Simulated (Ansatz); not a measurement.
PBE exchange is replaced step by step with exact exchange (0 % is PBE, 25 % PBE0; no dispersion term), basis def2-TZVPD, Ansatz. System: the cluster KF₂⁻. The state is a singlet with charge -1. Geometry: PBE-D4/def2-TZVPD, each spin state at its own.

The relaxed quintet has other bonds than the singlet, so its gap is one between isomers.

Geometry of the singlet:

```xyz
3

K    -0.003    0.001    0.003
F    -1.336   -1.963   -0.363
F     1.338    1.962    0.361
```

At PBE-D4/def2-TZVPD, PBE with 5 % exact exchange/def2-TZVPD, PBE with 10 % exact exchange/def2-TZVPD, PBE with 15 % exact exchange/def2-TZVPD and others the highest occupied level of the charge -1 triplet lies above zero (up to 1.23 eV). It is a level of α spin, whose loss leaves a doublet; that state wasn't run at this geometry and level. The electron is either unbound and held by the finite basis, or the level is raised by self-interaction error. At PBE-D4/def2-TZVPD, PBE with 5 % exact exchange/def2-TZVPD, PBE with 10 % exact exchange/def2-TZVPD, PBE with 15 % exact exchange/def2-TZVPD and others the highest occupied level of the charge -1 quintet lies above zero (up to 1.23 eV). It is a level of α spin, whose loss leaves a quartet; that state wasn't run at this geometry and level. The electron is either unbound and held by the finite basis, or the level is raised by self-interaction error. In the quintet geometry the species has come apart into loosely held pieces. The structure comes from a short search, and lower isomers may exist.

```
exact exchange (%)  HOMO (eV)  LUMO (eV)  gap (eV)  triplet − singlet (kJ/mol)  quintet − singlet (kJ/mol)
                 5      -0.98       2.60      3.57                       394.6                      1041.9
                10      -1.32       2.67      4.00                       405.5                      1028.7
                15      -1.68       2.74      4.42                       416.5                      1015.9
                25      -2.39       2.87      5.27                       438.7                       991.0
                35      -3.13       2.99      6.12                       461.0                       967.3
                50      -4.26       3.13      7.39                       487.0                       933.5
```

Question: Fit a straight line to the column «quintet − singlet (kJ/mol)» against the share of exact exchange and predict its value at 0 %.

Answer: With x = exact exchange (%) and y = quintet − singlet (kJ/mol): mean x = 23.33, mean y = 996.4; Σ(x − x̄)(y − ȳ) = -3453, Σ(x − x̄)² = 1433; slope b = -2.41, intercept a = ȳ − b·x̄ = 1053. The residuals of the fitted rows reach 1.8. At x = 0 the line gives 1053 + (-2.41 × 0) = 1053.0; the run gave 1055.4, 2.4 more than the line.
